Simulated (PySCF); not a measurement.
# Deprotonation sites of 3-fluoroanisole

Parent: 3-fluoroanisole, `COc1cccc(F)c1` (C7H7FO). Coordinates in Å; atoms count from 1 in this order:
```
C     2.6293    0.4136    0.6004
O     1.7337   -0.6565    0.4620
C     0.4227   -0.3952    0.2956
C    -0.4234   -1.5057    0.1581
C    -1.7873   -1.3170   -0.0175
C    -2.3434   -0.0350   -0.0601
C    -1.4827    1.0413    0.0800
F    -1.9794    2.2841    0.0461
C    -0.1098    0.8977    0.2561
H     2.6317    1.0593   -0.2951
H     2.3945    1.0276    1.4872
H     3.6261   -0.0267    0.7252
H     0.0161   -2.5036    0.1934
H    -2.4389   -2.1874   -0.1241
H    -3.4123    0.1316   -0.1975
H     0.5018    1.7931    0.3574
```

These are calculated values, ωB97X-D3(BJ)/ma-def2-SVP in PySCF (grid level 2) at geometries from PBE0-D3(BJ)/ma-def2-SVP. The prefix ma- adds one diffuse s and one diffuse p function on all atoms but H. Zero-point and thermal terms (298.15 K, 1 bar) come from unscaled GFN2-xTB harmonic frequencies, with soft modes damped to free rotors in the entropy. These were taken at the GFN2-xTB minima.

```csv
site,product,ΔH(acid) / kJ/mol,ΔG(acid) / kJ/mol,gas share,above best in acetonitrile / kJ/mol
C9 (aromatic carbon),COc1[c-]c(F)ccc1,1595,1560,> 99.9 %,0.0
C6 (aromatic carbon),COc1cc[c-]c(F)c1,1637,1604,< 0.1 %,23.7
C4 (aromatic carbon),COc1[c-]ccc(F)c1,1657,1623,< 0.1 %,42.5
C5 (aromatic carbon),COc1c[c-]cc(F)c1,1657,1624,< 0.1 %,47.6
C1 (methyl carbon),[CH2-]Oc1cccc(F)c1,1662,1629,< 0.1 %,68.0
```

ΔH and ΔG refer to AH → A⁻ + H⁺ in the gas phase. Shares are Boltzmann weights among the listed products; an error of 10 kJ/mol changes a ratio about 56-fold. Sites whose products fell apart, merged with another or lost in a GFN2-xTB screen aren't listed. Values in solvent are IEF-PCM free energies relative to the most favourable product.

Among these, C9 (aromatic carbon) wins by 44 kJ/mol in gas-phase free energy over C6.

In acetonitrile the product from C9 is solvated 217 kJ/mol more strongly than the parent (electrostatics only).

Vertical detachment energies of the anions: `[CH2-]Oc1cccc(F)c1` 1.25 eV.

Measured values (NIST Chemistry WebBook, evaluated or the median of agreeing entries): deprotonation enthalpy (ΔH) 1589 kJ/mol (computed 1595, difference 6); gas-phase acidity (ΔG) 1556 kJ/mol (computed 1560, difference 4). These are compared with the most favourable site that keeps the skeleton.

Known limits: ma-def2-SVP is a small basis, whose errors can reach tens of kJ/mol; the order of C6 and C4, of C4 and C5, of C5 and C1 is undecided: the gaps lie inside the method's error (some 20 kJ/mol, one structure a species).

Structures, frequencies and single points took 16 min of wall time on 1 thread of Arm Neoverse V1 (shared host), launched as `OMP_NUM_THREADS=1 python redox_run.py task.json out`.
